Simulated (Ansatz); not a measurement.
The same silylene loss along the group B, Al, Ga, In.

Calculated with Ansatz (gas phase, PBE0-D4/def2-TZVP geometries, no zero-point term in ΔE). CBS: MP2 limit from def2 TZ/QZ plus the TZ coupled-cluster correction, frozen cores. This one scheme is used for every species. Elements past krypton have def2 core potentials. For Ga, In outer-core shells are correlated without core-valence functions, which leaves a few kJ/mol of doubt a bond. Scalar relativity is left out up to krypton. Each species was taken in one conformer, which may not be the lowest.

```tsv
reaction	CCSD(T)/CBS(def2) (kJ/mol)
`NB(N)O[SiH3]` → `NB(N)O` + `[SiH2]`	331
`[NH2][Al]([NH2])[O][SiH3]` → `[NH2][Al]([NH2])[OH]` + `[SiH2]`	349
`[NH2][Ga]([NH2])[O][SiH3]` → `[NH2][Ga]([NH2])[OH]` + `[SiH2]`	342
`[NH2][In]([NH2])[O][SiH3]` → `[NH2][In]([NH2])[OH]` + `[SiH2]`	?
```

(1) Fill in the missing values. (An estimate is asked.)

Largest T1 diagnostic: 0.015, for `[NH2][In]([NH2])[OH]`.

## Answers

(1) Computed: `[NH2][In]([NH2])[O][SiH3]` → `[NH2][In]([NH2])[OH]` + `[SiH2]`: +346.3 kJ/mol.
